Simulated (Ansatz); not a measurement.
Consider the hydrogenolysis of a C–C bond: `CC(Cl)[SiH2]Cl` + H₂ → `ClC[SiH2]Cl` + CH₄.

Computed with Ansatz on PBE0-D4/def2-TZVP structures; ΔE is electronic, products minus reactants. CCSD(T)/CBS is the MP2 limit (def2-TZVPP, def2-QZVPP) plus CCSD(T) − MP2 in def2-TZVPP, frozen cores. This one scheme is used for every species. Functionals use def2-TZVPP. HSE06 is defined as in plane-wave codes. Each species was taken in one conformer, which may not be the lowest.

`CC(Cl)[SiH2]Cl`:

Z-matrix (Å, degrees):
```
C
C 1 1.511
H 1 1.093 2 109.4
H 1 1.092 2 111.1 3 -119.7
H 1 1.092 2 111.2 3 119.6
Cl 2 1.805 1 110.9 3 179.7
Si 2 1.879 1 115.6 3 -64.0
H 2 1.092 1 111.0 3 62.7
Cl 7 2.062 2 108.9 1 60.3
H 7 1.478 2 110.4 1 178.8
H 7 1.480 2 109.3 1 -57.7
```

H₂:

Cartesian coordinates in Å:
```
H -0.045 -0.018 -0.370
H 0.045 0.018 0.370
```

`ClC[SiH2]Cl`:

Cartesian coordinates in Å:
```
Cl -0.093 2.109 -0.785
C 0.141 0.341 -0.904
Si -0.124 -0.344 0.819
Cl 0.132 -2.385 0.756
H 1.149 0.158 -1.277
H -0.579 -0.048 -1.624
H 0.877 0.226 1.747
H -1.503 -0.057 1.269
```

CH₄:

```xyz
5

C     0.000    0.000    0.000
H     0.769    0.771    0.034
H    -0.824    0.279    0.657
H     0.422   -0.949    0.330
H    -0.367   -0.101   -1.021
```

Question: Is it downhill or uphill in electronic energy at CCSD(T)/CBS, and by how much? (Estimate.)

Answer: Ansatz gave: Downhill: ΔE = -58.5 kJ/mol.

Question: What do these levels give: PBE-D4, r2SCAN-D4, HSE06-D4, r2SCAN, MP2/def2-QZVPP, HF/CBS(def2)? (Best estimate.)

Answer: The calculation gave: PBE-D4 -56.8, r2SCAN-D4 -59.8, HSE06-D4 -60.7, r2SCAN -61.9, MP2/def2-QZVPP -54.0, HF/CBS(def2) -84.5 kJ/mol.

Largest T1 diagnostic among the species: 0.009.

The D4 term adds +12.2 kJ/mol with B3LYP and +6.7 kJ/mol with PBE0; it sums over pairs of atoms, weighted by their polarisabilities, and B3LYP, whose exchange is more repulsive, gets the larger term. Leaving LDA and LC-ωPBE aside and taking each functional with its dispersion term where it has one, the values, not all of them listed here, spread over 16.2 kJ/mol, from B2PLYP to revPBE-D4. LDA lies +13.0 kJ/mol from PBE without D4.

B3LYP here is the variant with VWN-RPA as its local correlation; programs differ in this.
